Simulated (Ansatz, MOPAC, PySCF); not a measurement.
Noncovalent pair: H4O2Si (SMILES O[SiH2]O) (first 7 atoms) with NH3 (SMILES N); geometry from B3LYP-D3(BJ)/def2-TZVP, rigid monomers moved along the line of their centres of mass till H4···N8 is 3.26 Å.
(charge 0, multiplicity 1):
```tsv
atom	x (Å)	y (Å)	z (Å)
O	-0.0474	1.0406	1.3171
Si	-0.6369	0.3566	-0.0399
O	0.3943	0.5073	-1.3182
H	0.1114	0.4693	2.1035
H	-1.8613	1.0405	-0.4961
H	-0.9125	-1.0815	0.2356
H	1.3118	0.2579	-1.1826
N	0.5316	-1.0680	4.9478
H	0.2001	-2.0066	4.7539
H	1.4917	-1.1387	5.2654
H	-0.0200	-0.6996	5.7147
```

Counterpoise-corrected where a basis set is named; no monomer relaxation. Rows marked so take none.

Rows in 6-31G*, STO-3G carry no dispersion term and start afresh at each structure (6-31G* with six Cartesian d functions). The state reached by PM3, PM7 isn't checked; PM7 holds dispersion and hydrogen-bond terms.

The values were computed with Ansatz (a program for electronic structure) with Gaussian orbitals; MOPAC for PM3, PM7 (differences of heats of formation); PySCF for 6-31G* rows, STO-3G rows, the dispersion terms. 

```json
[
 {"level": "PM3", "interaction energy (kcal/mol)": "-0.42"},
 {"level": "PM7", "interaction energy (kcal/mol)": "-3.31"},
 {"level": "HF/STO-3G (no counterpoise)", "interaction energy (kcal/mol)": "-1.41"},
 {"level": "HF/6-31G* (no counterpoise)", "interaction energy (kcal/mol)": "-3.51"},
 {"level": "PBE-D4/def2-TZVPPD", "interaction energy (kcal/mol)": "-2.96"},
 {"level": "r2SCAN-D4/def2-TZVPPD", "interaction energy (kcal/mol)": "___"},
 {"level": "B3LYP/6-31G* (no counterpoise)", "interaction energy (kcal/mol)": "-3.72"},
 {"level": "PBE0/def2-TZVPPD", "interaction energy (kcal/mol)": "___"},
 {"level": "M06-2X/6-31G* (no counterpoise)", "interaction energy (kcal/mol)": "-3.76"}
]
```

Task: Fill in the missing entries.

Result: 
- r2SCAN-D4/def2-TZVPPD, interaction energy (kcal/mol): -2.78
- PBE0/def2-TZVPPD, interaction energy (kcal/mol): -2.64
